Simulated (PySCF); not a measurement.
These compounds are isomers of formula C₇H₈O.

A. `C#C[C@@H]1C(=O)C[C@@H]1C`
B. `InChI=1S/C7H8O/c1-4-5-6-7(2)8-3/h4H,1-2H2,3H3`
C. `C(=C)(C)c1ccoc1`

Spectrum 1. $^{1}$H NMR (500 MHz, computed): δ 6.19 (m, 1H), 6.04 (m, 1H), 5.85 (m, 1H), 4.85 (br s, 1H), 4.41 (br s, 1H), 3.71 (s, 3H). $^{13}$C{$^{1}$H} NMR (computed): δ 154.5 (C), 136.2 (CH2), 124.6 (CH), 98.1 (C), 97.5 (CH2), 94.8 (C), 55.9 (CH3).

Spectrum 2. $^{1}$H NMR (500 MHz, computed): δ 3.98 (m, 1H), 3.30 (m, 1H), 2.76 (m, 1H), 2.41 (m, 1H), 1.91 (d, 1H), 1.44 (d, 3H). $^{13}$C{$^{1}$H} NMR (computed): δ 208.2 (C), 83.4 (CH), 81.2 (C), 55.6 (CH2), 54.0 (CH), 23.1 (CH), 20.2 (CH3).

Spectrum 3. $^{1}$H NMR (500 MHz, computed): δ 7.47 (m, 1H), 7.46 (m, 1H), 6.97 (m, 1H), 5.66 (br s, 1H), 5.32 (br s, 1H), 2.13 (s, 3H). $^{13}$C{$^{1}$H} NMR (computed): δ 148.3 (CH), 144.1 (CH), 142.4 (C), 134.5 (C), 116.1 (CH2), 114.4 (CH), 23.5 (CH3).

Non-relativistic Hamiltonian, fast rotation and ring inversion assumed for equivalent nuclei, no solvent, single conformer. σ from GIAO-PBE0/pcSseg-1; structure optimised with GFN2-xTB; PySCF 2.14.

References, each an isolated molecule treated in the same way: TMS for $^{1}$H, $^{13}$C. Where no couplings were computed, multiplicities follow the n + 1 count of equivalent neighbours, and m marks all less simple cases (inequivalent or close neighbours, rings, F or P nearby). Shifts are as computed. Against solution values, carbons near 30 ppm lie about +3 ppm off and those near 130 ppm about +5 ppm. Of 1211 compounds with measured shifts, 218 miss one by over three times the rms of a fit or turn the order of signals round; such compounds aren't used in these exercises.

Which spectrum belongs to which compound?

Answers

1–B, 2–A, 3–C.

- Spectrum 1 (B): 7 $^{13}$C signals; δC 154.5 is an alkene carbon bearing oxygen; δC 136.2 is a terminal =CH2 carbon.
- Spectrum 2 (A): 7 $^{13}$C signals; δC 208.2 is a ketone carbonyl carbon; δC 83.4 is a terminal alkyne carbon.
- Spectrum 3 (C): 7 $^{13}$C signals; δC 142.4 is a fully substituted alkene carbon; δC 116.1 is a terminal =CH2 carbon.
